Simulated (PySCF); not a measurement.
HO2 (SMILES [O]O), doublet, geometry from GFN2-xTB. Base run: CAMB3LYP/6-31G** (PySCF).

Input for PySCF:
```python
from pyscf import gto, scf, dft

mol = gto.Mole()
mol.atom = '''
    O    -0.50300875    0.32094818    0.02100596
    O     0.65391542   -0.27519835   -0.02369777
    H    -1.20725328   -0.36599861    0.02153448
'''
mol.basis = '6-31g**'
mol.spin = 1
mol.verbose = 4
mol.build()

mf = dft.UKS(mol)
mf.xc = 'camb3lyp'
mf.kernel()
mf.analyze()
```

Each row names what was changed in the base input (with any setting that the change needs).

```
change                             ΔE vs base (mEh)  fitting functions  dipole (D)
---------------------------------  ----------------  -----------------  ----------
base                                          0.000                  -        2.32
auxbasis = cc-pvtz-ri                        -0.068                192        2.32
auxbasis = cc-pvqz-jkfit                     -0.020                263        2.32
auxbasis = even-tempered beta=2.0            -0.087                274        2.32
auxbasis = def2-tzvp-ri                      -0.113                167        2.32
auxbasis = even-tempered beta=3.0            -0.195                187        2.32
auxbasis = even-tempered beta=1.6             0.000                399        2.32
auxbasis = def2-svp-ri                      -10.870                110        2.32
auxbasis = autoaux                           -0.048                248        2.32
auxbasis = def2-universal-jfit                0.192                109        2.32
```

A fitting set is made for a task (jfit for Coulomb, jkfit for Coulomb and exchange, ri for correlation) and for a family of orbital bases.

Open shells are given as the SCF converged; they aren't shown to be the lowest states, and a large step between rows can be another state.
